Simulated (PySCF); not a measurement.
Constitutional and geometric isomers with formula CH6OSi. Gas-phase values, no solvent. One relaxed conformer stands for each flexible species; it need not be the lowest. Strings in code marks are SMILES.

Method: PySCF 2.14.0 with PBE-D3(BJ)/def2-TZVP // PBE0-D3(BJ)/def2-TZVP. Delta-SCF ions had no search for a lower state. Excitations are Tamm–Dancoff values on a coarser integration grid. The basis has no diffuse functions, so Rydberg states are missing or too high.

```csv
species,S1 excitation (TDA) (eV),LUMO (eV),vertical ionisation energy (Delta-SCF) (eV)
`[SiH3]OC`,?,-0.57,10.10
`C[SiH2]O` (C–Si–O–H torsion 69°),6.67,-0.39,?
`OC[SiH3]` (H–O–C–Si torsion 59°),5.77,-0.42,9.70
```

Task: Some entries are withheld; supply them.

Result: 
- `[SiH3]OC`, S1 excitation (TDA) (eV): 6.18
- `C[SiH2]O` (C–Si–O–H torsion 69°), vertical ionisation energy (Delta-SCF) (eV): 10.29
